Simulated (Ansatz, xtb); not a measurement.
Two isomers of Cl2Ga2H4O2

Structure a: `[Cl][Ga@H-]1[OH+][Ga@H-]([Cl])[OH+]1`, a singlet. Structure b: `[Cl][Ga@H-]1[OH+][Ga@@H-]([Cl])[OH+]1`, a singlet. Both are isolated molecules in the gas phase, relaxed with PBE0-D4/def2-SVP.

**Question.** Estimate which is lower in electronic energy at CCSD(T)/def2-SVP + ΔMP2/def2-TZVPP, and by roughly how much.

**Answer.** CCSD(T)/def2-SVP + ΔMP2/def2-TZVPP gives E(b) − E(a) = −0.34 kcal/mol, slightly favouring structure b, which is too small a margin to settle the true order.

Level by level:

| level | geometry | E(b) − E(a) (kcal/mol) | departure from the last row (kcal/mol) | job, with rough time for the two |
| --- | --- | --- | --- | --- |
| PBE0-D4/def2-SVP | PBE0-D4/def2-SVP | −0.60 | −0.26 | optimisation, 93 s |
| HF/def2-SVP | PBE0-D4/def2-SVP | +0.65 | +0.99 | part of the CCSD(T) run |
| MP2/def2-SVP | PBE0-D4/def2-SVP | −0.36 | −0.02 | part of the CCSD(T) run |
| CCSD(T)/def2-SVP | PBE0-D4/def2-SVP | −0.25 | +0.09 | single point |
| CCSD(T)/def2-SVP + ΔMP2/def2-TZVPP | PBE0-D4/def2-SVP | −0.34 |  | single point, 71 s |

As drawn, both hold the same kinds of bond in the same numbers.

The largest departure from CCSD(T)/def2-SVP + ΔMP2/def2-TZVPP is that of HF/def2-SVP, 0.99 kcal/mol. Levels run at GFN2-xTB geometries aren't shown. The last row adds to CCSD(T) the change of the MP2 difference between the two basis sets, here −0.09 kcal/mol.

With thermal terms from frequencies at re-optimised GFN2-xTB minima (ideal gas, soft modes damped towards free rotors, one conformer each, 298.15 K, 1 atm): on the last row, ΔE + ΔZPE = −0.31, ΔH = −0.34, ΔG = −0.32 kcal/mol.

The correlated steps freeze 30 core orbitals; the filled d shell of Ga is correlated, in a basis made for valence electrons. Programs: Ansatz 0.2.0, xtb 6.7.1; the last row on 2 threads of Oxide Virtual Turin-like Processor (Zen 5) on a shared host.
